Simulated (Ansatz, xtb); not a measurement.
# Ranking isomers of B3ClH7N

3 gas-phase structures of B3ClH7N, found in a search over its isomers (lower ones may exist). Each was relaxed with GFN2-xTB:

A. `B[NH+](B)[BH2-]Cl`, a singlet
B. a singlet given by its coordinates
C. a singlet given by its coordinates

C (Å):

```xyz
12

B     0.0531   -0.5623   -0.2009
B     0.3142    0.9568   -1.3185
B     2.5124    0.3472   -0.0135
Cl    3.5074    1.0558    1.1782
N     1.1051    0.6052    0.0088
H    -0.7531   -0.5718    0.6571
H     0.5516   -1.5852   -0.4963
H     0.8200    1.2124    0.7677
H    -0.3243    1.9377   -1.1918
H    -0.5195   -0.0723   -1.2871
H     0.9690    0.8501   -2.2888
H     2.9868   -0.3391   -0.8326
```

Close contacts (Å): B1–B2 1.90, B1–N5 1.59, B2–N5 1.58, B3–Cl4 1.71, B3–N5 1.43, B1–H6 1.18, B1–H7 1.18, B1–H10 1.32, B2–H9 1.18, B2–H10 1.32, B2–H11 1.18, B3–H12 1.17, N5–H8 1.01.

B (Å):

```
atom    x (Å)    y (Å)    z (Å)
   B   0.1308   1.8676  -0.0266
   B   0.1449  -0.7259   0.4460
   B   0.5699   0.2748   2.0225
  Cl   2.1608   0.1226   2.8606
   N   0.7866   0.7210   0.5276
   H   0.7349   2.6178  -0.6912
   H  -1.0024   2.0246   0.2021
   H   1.7747   0.6746   0.3048
   H   0.8859  -1.5105  -0.0150
   H  -0.9718  -0.7219   0.0855
   H   0.1110  -0.9444   1.7783
   H  -0.2414   0.8849   2.6125
```

Close contacts (Å): B1–N5 1.43, B2–B3 1.92, B2–N5 1.58, B3–Cl4 1.80, B3–N5 1.58, B1–H6 1.17, B1–H7 1.17, B2–H9 1.17, B2–H10 1.17, B2–H11 1.35, B3–H11 1.33, B3–H12 1.17, N5–H8 1.01.

Q: Make a reasoned guess at their ranking by r2SCAN-D4/def2-SVP single-point energy.

A: Calculated order at r2SCAN-D4/def2-SVP: C (0.0), B (34.0), A (83.6) kJ/mol.

Energies above the lowest of each column, in kJ/mol:

```csv
structure,GFN2-xTB,HF/STO-3G,r2SCAN-D4/def2-SVP
C,0.0,0.0,0.0
B,28.6,13.4,34.0
A,42.5,36.0,83.6
```

Every level run on C puts it lowest or level with the lowest. Some further structures that were screened fall inside this span and aren't listed. Flexible structures stand in one conformer each, not always the lowest. Frequencies (PBE0-D3(BJ)/def2-SVP) were run for C alone.

Programs: Ansatz 0.2.0, xtb 6.7.1.
